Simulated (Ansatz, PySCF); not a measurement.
Torsion H3–S1–S2–H4 in H2S2 (SMILES SS); at each angle all else is relaxed with GFN2-xTB, and the levels are single points there.
Geometry at 100° (charge 0, multiplicity 1):
```xyz
4

S     -0.92800     0.54805     0.42539
S      0.92485     0.39837    -0.42924
H     -1.55262    -0.37142    -0.32233
H      0.84778     1.46998    -1.22947
```

On the grid 0° to 180°, 0° is the highest and 100° the lowest point at CCSD(T)/CBS(cc-pV(T+d)Z, cc-pV(Q+d)Z).

Cores are frozen in the correlated methods. CBS: X⁻³ extrapolation of the correlation energy, Hartree–Fock from the larger set.

Codes used: Ansatz (Gaussian orbitals); PySCF for the dispersion terms. Values without a source in brackets are computed.

PBE/def2-TZVPP gives 8.23 kcal/mol for the energy at 0° less that at 100°.

How do the other levels lie against it? Give each less PBE: PBE-D3(BJ)/def2-TZVPP, r2SCAN/def2-TZVPP, PBE0/def2-TZVPP, wB97M-V/def2-TZVPP, MP2/CBS(cc-pV(T+d)Z, cc-pV(Q+d)Z), CCSD(T)/CBS(cc-pV(T+d)Z, cc-pV(Q+d)Z).

PBE-D3(BJ)/def2-TZVPP -0.01; r2SCAN/def2-TZVPP 0.26; PBE0/def2-TZVPP 0.17; wB97M-V/def2-TZVPP -0.29; MP2/CBS(cc-pV(T+d)Z, cc-pV(Q+d)Z) 0.00; CCSD(T)/CBS(cc-pV(T+d)Z, cc-pV(Q+d)Z) -0.38 kcal/mol. 2 of 6 lie above PBE; the widest gap is to CCSD(T)/CBS(cc-pV(T+d)Z, cc-pV(Q+d)Z).

Ansatz is an electronic-structure program.
